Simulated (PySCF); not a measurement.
**Ag⁺ (silver, charge +1): UHF calculation**

Configuration: [Kr] 4d9 5s1, high-spin 3D determinant (an excited configuration). All numbers are calculated (PySCF 2.14, scalar relativity through the core potential, in aug-cc-pwCVTZ-PP with ECP28MDF).

* Total energy: -145.663300 hartree
* One-electron energy: -252.7069 hartree
* Hartree (Coulomb) energy: 120.0242 hartree
* Exchange energy: -12.9806 hartree
* ⟨S²⟩: 2.0024
* ⟨L²⟩: 6.030
* Sum of ⟨r⟩: 22.75 bohr
* Sum of ⟨r²⟩: 36.62 bohr²
* Traceless quadrupole moment −½Σ⟨3z² − r²⟩ along its main axis: -0.459 e·bohr²

```csv
shell,electrons,mean orbital energy (eV),spread (eV),"rms radius, mean of both spins (bohr)"
4s α,1,-132.81,0,0.980
4s β,1,-130.43,0,0.980
4p α,3,-90.390,1.843,1.08
4p β,3,-87.694,1.451,1.08
4d α,5,-27.025,2.153,1.44
4d β,4,-25.692,1.623,1.44
5s α,1,-15.502,0,3.01
```

Energies and moments cover only the electrons outside the core potential.
